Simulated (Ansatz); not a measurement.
Coupled-cluster diagnostics for the cluster Be₂O₃, Ansatz.

Geometry of the singlet (PBE-D4/def2-TZVP):

Cartesian coordinates in Å:
```
Be -0.493 -0.096 0.756
Be 0.630 -0.295 -0.583
O 0.262 1.192 0.043
O 0.439 -1.244 0.553
O -0.839 0.443 -0.770
```

Correlated methods freeze 3 core orbitals. The structure holds 1 bond(s) between oxygen atoms. Another isomer (singlet) lies 0.83 eV lower at PBE0-D4/def2-TZVP; other spin states weren't run for this one.

Task: Estimate the CCSD(T) correlation energy, the shares of MP2 and (T), T1 and the reference's ⟨S²⟩ for: charge 0, singlet, own geometry in def2-TZVPP; and the rough time on 4 threads of Arm Neoverse V1 on a shared host.

Result: 
```
                          state       basis  correlation (eV)  MP2 share (%)  (T) share (%)     T1  ⟨S²⟩ (pure)  wall time                  remarks
charge 0, singlet, own geometry  def2-TZVPP           -24.246           96.1            4.0  0.017  0.00 (0.00)       12 s  restricted SCF unstable
```
Customary marks for T1 are 0.02 (closed shells), 0.045 (open shells) and about 0.05 (3d metals). T1 stays under 0.02 throughout.
